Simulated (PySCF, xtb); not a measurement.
BBr2, SMILES Br[B+]Br, charge +1.

Harmonic wavenumbers (cm⁻¹) from GFN2-xTB in xtb 6.7.1 at its own minimum, in rising order: 226, 226, 356, 1355.

What does PBE-D3(BJ)/def2-TZVP (PySCF 2.14.0) give at its own minimum? (An estimate is asked for; the answer gives what the named calculation found.)

269, 269, 327, 1255. Paired by order, the mean absolute difference is 53 cm⁻¹ and the zero-point energies are 3.1 and 3.0 kcal/mol.
